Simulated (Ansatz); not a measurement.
One geometry of Li₉H₈⁺, several levels of theory.

```yaml
crystal:
  periodic: [false, false, false]
  atoms:
    - {symbol: Li, position_ang: [1.550311, -0.255375, -2.849414]}
    - {symbol: Li, position_ang: [-0.617564, 1.085524, -0.163375]}
    - {symbol: Li, position_ang: [-0.041431, -1.379134, -1.103796]}
    - {symbol: Li, position_ang: [0.401778, -0.924042, 1.376907]}
    - {symbol: Li, position_ang: [-3.077385, 2.439243, 1.348284]}
    - {symbol: Li, position_ang: [-0.797780, 1.379694, 2.923963]}
    - {symbol: Li, position_ang: [-2.511428, -0.003720, 1.062054]}
    - {symbol: Li, position_ang: [2.470186, -2.092677, -1.411158]}
    - {symbol: Li, position_ang: [2.178432, 0.238643, -0.424902]}
    - {symbol: H, position_ang: [0.311611, 0.887591, 1.658234]}
    - {symbol: H, position_ang: [0.979409, -1.932466, -2.443400]}
    - {symbol: H, position_ang: [1.571360, -1.436900, 0.171656]}
    - {symbol: H, position_ang: [-2.519550, 1.258201, 2.583571]}
    - {symbol: H, position_ang: [3.039750, -0.411274, -1.819514]}
    - {symbol: H, position_ang: [-1.133662, -0.913034, 0.395685]}
    - {symbol: H, position_ang: [-2.378157, 1.543200, 0.051654]}
    - {symbol: H, position_ang: [0.574121, 0.516536, -1.356448]}
basis:
  gaussian: {orbitals: def2-TZVP, initial_orbitals: start.molden}
total_charge: 1
hamiltonian: {xc: hse06, dispersion: d4}
scf: {omitted_lower_state_checks: [starts]}
output: {orbitals: {seedname: orbitals}}
```

The file start.molden holds the orbitals of an earlier run on this structure, at another level or in another basis.

```sh
$ ansatz run in.yaml --threads 4 --pin off --events-out ev --progress --plain --max-ram 3916MiB
```

Output, abridged:

```
Functional definition: HSE06
1513 factors; their error is unknown
217 factors; integrals over basis functions are off by at most 1.6e-5 eV
mean field evaluation 1: about -1966.6245 eV, gradient 3.6e-1 eV
mean field evaluation 2: about -1966.6223 eV, gradient 3.6e-1 eV
mean field evaluation 4: about -1966.6224 eV, gradient 2.8e-4 eV
mean field -1966.62243725 eV, -72.2720415445 hartree, gradient 9.1e-6 eV, S^2 0.000000; 0 other end points of the search recorded, 0 dependent functions left out
reference -1966.62257350 eV, -72.2720465514 hartree; 17, 17 occupied and 157, 157 virtual orbitals, 1513 factors
Total energy: -1966.85752076 eV, -72.2806807039 hartree
Checks for a lower state left out: starts
```

It took 2.3 s on 4 threads of Arm Neoverse V1 on a shared host.

As the first input, with `hamiltonian: {xc: {name: wB97M-V}}` (abridged; 11 s):

```
Functional definition: wB97M-V
mean field -1969.33906659 eV, -72.3718758312 hartree, gradient 2.6e-5 eV, S^2 0.000000
Total energy: -1969.33922401 eV, -72.3718816162 hartree
Checks for a lower state left out: starts
```

As the first input, with `gaussian: {orbitals: STO-3G}`, `hamiltonian: {xc: hf}` (abridged; 0.2 s):

```
Functional definition: HF
mean field -1921.36266562 eV, -70.6087756152 hartree, gradient 3.0e-5 eV, S^2 0.000000
Total energy: -1921.36266562 eV, -70.6087756152 hartree
Checks for a lower state left out: starts
```

The first input with `gaussian: {orbitals: def2-SVP, initial_orbitals: start.molden}`, `hamiltonian: {xc: pbe, dispersion: d4}` (abridged; 1.6 s):

```
Functional definition: PBE
mean field -1964.02631796 eV, -72.1766359202 hartree, gradient 8.8e-5 eV, S^2 0.000000
Total energy: -1964.31856016 eV, -72.1873756231 hartree
Checks for a lower state left out: starts
```

As the first input, with `hamiltonian: {xc: lda}` (abridged; 1.1 s):

```
Functional definition: SPW92
mean field -1935.49395816 eV, -71.1280910376 hartree, gradient 3.0e-5 eV, S^2 0.000000
Total energy: -1935.49408328 eV, -71.1280956356 hartree
Checks for a lower state left out: starts
```

The first input with `correlation: {method: ccsd_t}` and without the key `hamiltonian` (abridged; 58 s):

```
Functional definition: HF
mean field -1950.75142016 eV, -71.6887924242 hartree, gradient 7.3e-6 eV, S^2 0.000000
second order -12.87708831 eV of doubles, -0.00000000 eV of singles
cycle   1  -14.84024787 eV  change    -2.0e0 eV  update   7.6e-2
cycle   2  -15.38354759 eV  change   -5.4e-1 eV  update   2.4e-2
cycle   3  -15.36777977 eV  change    1.6e-2 eV  update   5.5e-3
cycle   4  -15.36445410 eV  change    3.3e-3 eV  update   1.9e-3
cycle   5  -15.36642804 eV  change   -2.0e-3 eV  update   6.2e-4
cycle   6  -15.36665165 eV  change   -2.2e-4 eV  update   1.8e-4
cycle   7  -15.36654152 eV  change    1.1e-4 eV  update   6.7e-5
cycle   8  -15.36652287 eV  change    1.9e-5 eV  update   2.6e-5
perturbative correction -0.08605715 eV, -0.0031625419 hartree
Total energy: -1966.20400018 eV, -72.2566642656 hartree
Checks for a lower state left out: starts
```

As the first input, with `gaussian: {orbitals: def2-SVP, initial_orbitals: start.molden}`, `hamiltonian: {xc: pbe0, dispersion: d4}` (abridged; 1.8 s):

```
Functional definition: PBE0
mean field -1965.64546627 eV, -72.2361385231 hartree, gradient 3.8e-5 eV, S^2 0.000000
Total energy: -1965.89727570 eV, -72.2453923489 hartree
Checks for a lower state left out: starts
```

Geometry: PBE-D4/def2-SVP.

HSE06 is defined as in plane-wave codes, on full-range PBE exchange. Correlated methods freeze no core orbitals; core or outer-core shells of Li are correlated, in sets that lack core-valence functions. Another isomer (singlet) lies 0.05 eV lower at PBE0-D4/def2-TZVP; other spin states weren't run for this one.
